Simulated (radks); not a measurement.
Isoelectronic series with 1 electrons, each ion in its NIST ground configuration. All-electron calculation, non-relativistic Kohn-Sham, r2SCAN, spin-polarised, spherical densities, point nucleus; open shells are filled with parallel spins first; meta-GGA in the generalised Kohn-Sham scheme. Program: a radial shooting solver on a logarithmic mesh with Libxc functionals. Total energies (hartree) and orbital eigenvalues (eV):

[
 {"ion": "H", "configuration": "1s1", "E (hartree)": "-0.50017", "1s up": "-8.0258"},
 {"ion": "He+", "configuration": "1s1", "E (hartree)": "-2.00016", "1s up": "-43.2129"},
 {"ion": "Li2+", "configuration": "1s1", "E (hartree)": "-4.50016", "1s up": "-105.6132"},
 {"ion": "Be3+", "configuration": "1s1", "E (hartree)": "-8.00016", "1s up": "-195.2253"},
 {"ion": "B4+", "configuration": "1s1", "E (hartree)": "-12.50015", "1s up": "-312.0490"},
 {"ion": "C5+", "configuration": "1s1", "E (hartree)": "-18.00015", "1s up": "-456.0841"},
 {"ion": "N6+", "configuration": "1s1", "E (hartree)": "-24.50015", "1s up": "-627.3306"},
 {"ion": "O7+", "configuration": "1s1", "E (hartree)": "-32.00015", "1s up": "-825.7886"},
 {"ion": "F8+", "configuration": "1s1", "E (hartree)": "-40.50015", "1s up": "-1051.458"},
 {"ion": "Ne9+", "configuration": "1s1", "E (hartree)": "-50.00014", "1s up": "-1304.339"}
]
